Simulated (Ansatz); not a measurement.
Two structures of SiH4BrCl, closed shell, reached by relaxing down either side of one saddle point (PBE0-D4/def2-TZVP). Energies are electronic, without zero-point energy. Ansatz 0.2.0; basis: def2-TZVPP and def2-QZVPP; cores frozen in the correlated methods. Filled d shells of the heavier atoms are correlated. The def2 sets are not built for correlating such inner shells, so the correlated values are less sure here. Extrapolation: Hartree–Fock as exp(−7.88 √X), correlation as X^−2.97. First:

```
7
angstrom
Si -0.8928 -0.3836 -0.0516
H 0.0566 -0.4625 -1.1851
H -0.3568 -1.0888 1.1333
H -1.2147 1.0246 0.2676
Cl -2.6338 -1.3237 -0.6214
H 2.8086 0.9742 -0.4051
Br 2.2329 1.2597 0.8624
```

Second:

```
atom    x (Å)    y (Å)    z (Å)
 Si1  -0.7784   0.1586   1.1587
  H2   1.4603  -0.3496  -2.3006
  H3  -0.8184  -0.8256   2.2575
  H4  -1.6825   1.3026   1.3859
 Cl5  -1.3364  -0.7754  -0.5687
  H6   1.8722  -0.4350  -2.9172
 Br7   1.2833   0.9243   0.9845
```

(1) Which bonds change from the first to the second?

(2) Give the saddle point's structure and its height above each. (Judge from chemistry; the value comes from the calculation.)

T1 diagnostic: at most 0.010.

Results:

(1) SiH₃Cl ([SiH3][Cl]) + HBr → SiH₂BrCl ([Cl][SiH2][Br]) + H₂; bonds formed: Si1–Br7, H2–H6; bonds broken: Si1–H2, H6–Br7.

(2) Computed: 141.5 kJ/mol above the first and 211.2 kJ/mol above the second (CCSD(T) at an estimated basis limit (MP2 extrapolated from triple and quadruple zeta, plus CCSD(T) − MP2 in triple zeta)).
Si1  (-0.416, -0.070, 0.243)
H2  (0.475, -0.289, -1.177)
H3  (-0.095, -1.025, 1.306)
H4  (-1.022, 1.258, 0.371)
Cl5  (-1.874, -1.106, -0.842)
H6  (1.076, 0.154, -0.690)
Br7  (1.856, 1.077, 0.789)
(Å)

Labels in which every atom is bracketed show which atoms are joined, not bond orders.

For scale, one of the runs: CCSD(T)/def2-TZVPP, 188 basis functions, launched by `ansatz run in.yaml --threads 4 --pin off --events-out ev --progress --plain --max-ram 9574MiB`. Time: 38 s of wall clock on 4 CPU threads of an Arm Neoverse V2; the host was shared. Peak host memory: 1.9 GiB.
